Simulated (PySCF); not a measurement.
A run for PySCF: R-B3LYP/3-21G on C2H6BN (a complex), monomers drawn apart or pushed together.

```python
from pyscf import gto, scf, dft, mp
from pyscf.data.elements import chemcore

mol = gto.M(
    atom='''
    B    -0.36909182    0.18655702    0.06854439
    H     0.49231734   -0.27412389   -0.64166944
    H    -1.46553805   -0.26248684   -0.16558581
    H    -0.35145446    1.39341045    0.11158590
    C     0.83326710   -1.45554698    5.05153803
    C     0.50964304   -1.01382326    3.71070383
    N     0.25432683   -0.66518639    2.65267050
    H     1.71862976   -2.09192677    5.02976811
    H     1.03115966   -0.59337662    5.68936395
    H    -0.00076722   -2.02147129    5.46799391
    ''',
    basis='3-21g',
    charge=0, spin=0, verbose=3, max_memory=1800)
mf = dft.RKS(mol, xc='b3lyp')
mf.conv_tol = 1e-8
mf.max_cycle = 100
mf.kernel()
if not mf.converged:
    mf = mf.newton().run(mf.mo_coeff, mf.mo_occ)
```

The log:

```
converged SCF energy = -158.485713032008
```

Self-consistency was reached.

Cost: very roughly 0.9 core-seconds.
